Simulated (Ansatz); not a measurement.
System: CHBrCl₂, charge 0, singlet. CHBrCl2 (bromo(dichloro)methane, SMILES C(Cl)(Br)Cl).
B3LYP-D3(BJ)/def2-TZVP minimum from Ansatz (an electronic-structure program):
```xyz
5

Cl    -1.8413    -0.7036    -0.1103
C     -0.4533     0.2294     0.4683
Cl    -0.5119     1.9040    -0.1009
Br     1.2345    -0.6292    -0.0219
H     -0.4828     0.2405     1.5487
```
Charge 0, spin multiplicity 1.

Wanted: atomisation energy (electronic, to ground-state atoms), in kJ/mol. Radicals and triplets start from unrestricted determinants; spin-orbit coupling is neglected. Correlated methods leave the cores frozen (noble-gas shells, and filled d and f shells in the p block). No relativity. CBS(X,Y): correlation extrapolated as X^-3, Hartree-Fock from the larger set. A bracket is a step between two methods taken in the basis named. Where a partner has so few electrons that a lower coupled-cluster level is exact, that level stands in. Spin-orbit terms, left out, reach several kcal/mol for Br and I, and more for heavier atoms.

CCSD(T)/CBS(def2-TZVPP,def2-QZVPP) + [CCSDT(Q) - CCSD(T)]/def2-SVP (Ansatz) gives 1388.9 kJ/mol.

**Question.** How far off this value is PBE/def2-TZVPD (Ansatz), in which direction, and how far these levels: r2SCAN/def2-TZVPD, B3LYP/def2-TZVPD, PBE0/def2-TZVPD, wB97M-V/def2-TZVPD, CCSD(T)/CBS(def2-TZVPP,def2-QZVPP)?

**Answer.** PBE gives 1451.2 kJ/mol, 62.3 kJ/mol above it. Differences of the others: r2SCAN/def2-TZVPD (Ansatz) 16.1; B3LYP/def2-TZVPD (Ansatz) -48.7; PBE0/def2-TZVPD (Ansatz) 13.6; wB97M-V/def2-TZVPD (Ansatz) 2.0; CCSD(T)/CBS(def2-TZVPP,def2-QZVPP) (Ansatz) -1.8 kJ/mol.
